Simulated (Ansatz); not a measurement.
Ansatz (a first-principles code) input (B3LYP/6-31G* with LANL2DZ past Ar): The .json file joins the Basis Set Exchange's 6-31G* for atoms up to Ar and LANL2DZ past it.

Ansatz 0.2 input:
```yaml
crystal:
  periodic: [false, false, false]
  atoms:
    - {symbol: Hg, position_ang: [-0.00000000, -0.00000000, -0.41752214]}
    - {symbol: Cl, position_ang: [0.00000000, 0.00000000, 1.96481007]}
basis:
  gaussian:
    orbitals: 6-31Gs+LANL2DZ.json
hamiltonian:
  xc: {name: B3LYP}
total_charge: 1
phonons: {temperatures: {t_min: 298.15, t_max: 298.15, t_step: 100}}
```

Problem. Which harmonic wavenumbers does it give?

Solution. 320 cm⁻¹ (unscaled; negative means imaginary).
